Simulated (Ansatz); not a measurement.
This geometry of H$_{3}$OSSb (6 atoms, charge 0, multiplicity 1) is a first-order saddle point.

Theory: Ansatz, RKS r2SCAN/def2-SVP.

```xyz
6
Properties=species:S:1:pos:R:3
S -1.077 -1.534 -0.031
O -1.302 0.070 0.450
Sb 0.129 1.467 0.336
H 0.216 -1.491 -0.452
H 0.644 1.036 -1.264
H 1.389 0.452 0.960
```

**Question.** Which two structures does it join? (They come from a converged band through this point; their orientation in space is the band's.)

**Answer.** No bond is made or broken. The dihedral H4–S1–O2–Sb3 goes from -85 to 84°. The two ends are copies of one structure, up to a mirror image or an exchange of like atoms.

First end point:

```xyz
6
Properties=species:S:1:pos:R:3
S -0.618 -1.602 0.316
O -1.181 -0.023 0.392
Sb 0.106 1.547 0.284
H -0.558 -1.742 -1.038
H 0.886 1.010 -1.162
H 1.364 0.811 1.207
```

Last end point:

```xyz
6
Properties=species:S:1:pos:R:3
S -0.887 -1.329 -0.707
O -1.226 0.020 0.231
Sb 0.149 1.501 0.457
H -0.226 -2.076 0.222
H 0.758 1.431 -1.156
H 1.432 0.453 0.953
```

**Question.** How far does it lie above each of them?

**Answer.** 0.151 eV above the first and 0.151 eV above the second. This is the barrier of this one path; another mechanism may lie lower.

Run time: 2.5 min on 1 thread of Arm Neoverse V1 (shared host), peak memory 0.13 GiB.
